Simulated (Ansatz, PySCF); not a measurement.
Gas-phase reaction 3 R1 → P1, each structure at its B3LYP-D3(BJ)/def2-TZVP stationary point, reached from a drawn start (curvature not checked).
R1: BHO2 (SMILES O=BO), charge 0, multiplicity 1.
P1, B3H3O6 (SMILES OB1OB(O)OB(O)O1) (charge 0, multiplicity 1, Z-matrix in Å and degrees):
```
O
B 1 1.3783
O 2 1.3544 1 118.74
H 3 0.9626 2 112.55 1 179.93
B 1 1.3813 2 120.11 3 -179.90
O 5 1.3544 1 121.37 2 179.75
H 6 0.9626 5 112.55 1 -0.08
O 5 1.3783 6 118.74 7 179.87
O 2 1.3813 3 121.37 4 -0.04
B 9 1.3783 2 120.11 3 -180.00
O 10 1.3544 9 118.74 2 -179.97
H 11 0.9626 10 112.55 9 179.96
```

P less R. No zero-point or thermal terms. One arrangement of each flexible species, with no search for the lowest.

Correlated levels freeze the cores.

The values were computed with Ansatz (Gaussian basis) for Hartree–Fock, density functionals and correlated methods; PySCF for the D3/D4 terms. Each number belongs to the level named beside it.

Problem. Predict the reaction energy from B3LYP-D3(BJ)/def2-TZVPP.

Solution. -601 kJ/mol

Problem. What reaction energy does PBE0-D3(BJ)/def2-TZVPP give?

Solution. -651 kJ/mol

Problem. Give the reaction energy at the level CCSD(T)/cc-pVDZ.

Solution. -610 kJ/mol

Ansatz is a program for electronic structure.
